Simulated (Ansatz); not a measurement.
Ag(I) anion (AgI), SMILES [Ag][I] (connectivity only; charge and spin as stated), charge -1, multiplicity 2.

Coordinates come from a B3LYP-D3(BJ)/def2-TZVPD optimisation. The multiplicity is an assumed one; other spin states were not compared. The def2 effective core potentials stand for the cores of Ag, I; spin–orbit coupling is left out.

Two levels are set side by side: PBE/def2-TZVPD (Ansatz, a first-principles code) and PBE0/def2-TZVPD (Ansatz). Energy differences of separate SCF runs at the same geometry; the states with an electron removed or added have multiplicity 1. Differences are taken from unrounded values.

```csv
quantity,PBE0
vertical ionisation energy (eV),1.80
```

Problem. What does PBE give, and how far is it from PBE0? (Estimate from the structure and the level; the computed values follow.)

Solution. 
```
quantity                          PBE  PBE minus PBE0
-------------------------------  ----  --------------
vertical ionisation energy (eV)  1.84            0.04
```
